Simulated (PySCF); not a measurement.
# SMILES C1=CC2(C=C1C=O)CCC2, C₉H₁₀O

Cartesian coordinates in Å; atom numbers follow the order of the lines, from 1:
```xyz
20

O     3.4073   -1.4280   -1.5773
C     3.2279   -0.4436   -0.9015
C     1.9114    0.0200   -0.4362
C     0.7299   -0.5899   -0.7040
C    -0.3826    0.1730   -0.0635
C     0.3256    1.3048    0.6093
C     1.6515    1.2091    0.3888
C    -1.3736   -0.7311    0.7396
C    -2.2740   -0.8135   -0.5024
C    -1.5802    0.4517   -1.0294
H     4.0921    0.1938   -0.5795
H     0.6123   -1.4986   -1.2965
H    -0.1883    2.0765    1.1850
H     2.4232    1.8905    0.7526
H    -1.8436   -0.1456    1.5435
H    -0.9637   -1.6570    1.1674
H    -2.0434   -1.6952   -1.1187
H    -3.3621   -0.7745   -0.3494
H    -2.1073    1.3643   -0.7143
H    -1.3456    0.5289   -2.1005
```

Computed, not measured: TDDFT CAM-B3LYP/aug-cc-pVDZ excited states, vertical, gas phase in PySCF 2.14.0. Geometry: PBE0-D3(BJ)/def2-SVP.

Q: Give the one- and two-photon strengths of the lowest singlets.

A: δ for parallel linear polarisation; σ at the peak of a Lorentzian of half width 0.1 eV, single beam; Ω is circular over linear.
| state | E (eV) | f | photon λ (nm) | δ (au) | σ (GM) | Ω | main |
| --- | --- | --- | --- | --- | --- | --- | --- |
| S1 | 3.67 | 0.000 | 676 | 0.27 | 0.00 | 1.50 | HOMO−1→LUMO 0.83, HOMO−1→LUMO+4 0.08 |
| S2 | 4.13 | 0.026 | 600 | 48.7 | 0.30 | 1.16 | HOMO→LUMO 0.98 |
| S3 | 5.75 | 0.030 | 431 | 66.4 | 0.80 | 1.05 | HOMO−2→LUMO 0.53, HOMO→LUMO+4 0.23 |
| S4 | 5.93 | 0.006 | 418 | 85.2 | 1.10 | 1.50 | HOMO→LUMO+1 0.63, HOMO→LUMO+2 0.24 |
| S5 | 6.03 | 0.525 | 411 | 382 | 5.10 | 0.86 | HOMO−2→LUMO 0.42, HOMO→LUMO+4 0.34 |
| S6 | 6.25 | 0.002 | 397 | 5.69 | 0.08 | 1.50 | HOMO−3→LUMO 0.50, HOMO−1→LUMO+7 0.14 |

Among these, the strongest one-photon state is S5, the strongest two-photon state S5, with a dipole change of 2.3 D (relaxed, norm of the difference vector).
